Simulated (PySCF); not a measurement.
# Computed properties of C4H6OSi, SMILES O=C1CC=C[SiH2]1

C₄H₆OSi, SMILES O=C1CC=C[SiH2]1. Coordinates come from a r2SCAN-D4/def2-SVP optimisation. This is a generated structure with no PubChem entry under its InChIKey; it may be hypothetical. Other conformers were not sampled. All values are computed for the isolated molecule unless a solvent is named; none is compared with measurement here.

**Structure.** The optimised structure has Cs symmetry. All 30 harmonic modes at r2SCAN-D4/def2-SVP (PySCF) are real, so it is a minimum. With heavy atoms numbered as in [O:1]=[C:2]1[CH2:3][CH:4]=[CH:5][SiH2:6]1, the shortest bond between them is O1–C2 at 1.209 Å and the longest C2–Si6 at 1.957 Å.

**Vibrations.** The strongest infrared lines (harmonic, unscaled, degenerate partners summed) lie at 1802 cm⁻¹ (182 km/mol, C 61 %, O 39 %), 2220 cm⁻¹ (101 km/mol, H 96 %), 941 cm⁻¹ (91 km/mol, H 94 %). The softest mode is at 64 cm⁻¹ and the zero-point energy is 53.6 kcal/mol.

**Electronic structure.** r2SCAN/def2-TZVP (PySCF) places the frontier levels at -5.54 and -2.38 eV, a gap of 3.16 eV, and gives a dipole moment of 2.88 D and a mean polarisability of 73.6 bohr³. PBE/def2-TZVP (PySCF) at the same geometry gives -5.31 and -2.56 eV, so its gap is 0.41 eV narrower. An orbital gap is neither the optical nor the fundamental gap.

**Excitations.** TDA-M06-2X/def2-SVPD (PySCF) has S1 at 3.04 eV (408 nm, f = 0.001, dark); the most intense of the 10 singlets computed lies at 7.24 eV (f = 0.08). T1 (TDA) is at 2.52 eV, 0.52 eV under S1. TDA-PBE/def2-SVPD (PySCF) puts S1 at 3.03 eV.

**NMR.** GIAO shifts at B3LYP/pcSseg-1 (PySCF) (non-relativistic, atoms alike by connectivity averaged): ¹³C from 56.0 to 253.8 ppm against TMS; ¹H from 3.1 to 7.6 ppm against TMS; ²⁹Si at -77.8 ppm against TMS.

**Solvation.** SMD-ωB97X/def2-SVP (PySCF) gives -1.8 kcal/mol in water, -4.5 kcal/mol in 2-propanol, -4.6 kcal/mol in cyclohexanone (1 M in both phases, gas-phase geometry).
